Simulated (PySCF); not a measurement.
## Correlation energy of Be (beryllium, neutral)

[He] 2s2, closed-shell 1S. Calculation: PySCF 2.14, in Sapporo-DZP-2012; scalar relativity by spin-free X2C-1e. Frozen: 1s2; 2 electrons correlated.

Total MP2 correlation energy: -22.79 mhartree.

Same-spin part 0.00 and opposite-spin part -22.79 mhartree; SCS-MP2 scales them by 1/3 and 6/5 to -27.34 mhartree.

With two correlated electrons CCSD is exact within the correlated space (frozen core and kept virtual orbitals).

| level | correlation energy (mhartree) |
| --- | --- |
| CCSD | -44.51 |

Diagnostics: T1 = 0.018, D1 = 0.0258, largest double amplitude 0.184.

A double-excitation amplitude exceeds 0.15, a sign of near-degeneracy.

Cost of the coupled-cluster step: 0.04 s of wall time on 1 thread of Intel(R) Xeon(R) 6975P-C (shared host), for 2 correlated electrons.

Iterations:

```
CC2 = 0
CCSD nocc = 1, nmo = 9
frozen orbitals [0]
max_cycle = 100
direct = 0
conv_tol = 1e-08
conv_tol_normt = 1e-06
diis_space = 8
diis_start_cycle = 0
Init t2, MP2 energy = -14.5947195910837  E_corr(MP2) -0.0227867763612228
Init E_corr(CCSD) = -0.0227867763613066
cycle = 1  E_corr(CCSD) = -0.0340238446767179  dE = -0.0112370683  norm(t1,t2) = 0.0826416
cycle = 2  E_corr(CCSD) = -0.0394472929018706  dE = -0.00542344823  norm(t1,t2) = 0.041552
cycle = 3  E_corr(CCSD) = -0.0445770526099392  dE = -0.00512975971  norm(t1,t2) = 0.0207632
cycle = 4  E_corr(CCSD) = -0.0444457305583871  dE = 0.000131322052  norm(t1,t2) = 0.00130236
cycle = 5  E_corr(CCSD) = -0.0445190182529668  dE = -7.32876946e-05  norm(t1,t2) = 0.000265497
cycle = 6  E_corr(CCSD) = -0.044511417917374  dE = 7.60033559e-06  norm(t1,t2) = 4.07251e-05
cycle = 7  E_corr(CCSD) = -0.0445092228095599  dE = 2.19510781e-06  norm(t1,t2) = 9.0587e-06
cycle = 8  E_corr(CCSD) = -0.0445092338013098  dE = -1.09917499e-08  norm(t1,t2) = 4.64563e-08
cycle = 9  E_corr(CCSD) = -0.0445092239300638  dE = 9.87124604e-09  norm(t1,t2) = 3.82824e-09
CCSD converged
E(CCSD) = -14.61644203865253  E_corr = -0.04450922393006376
```
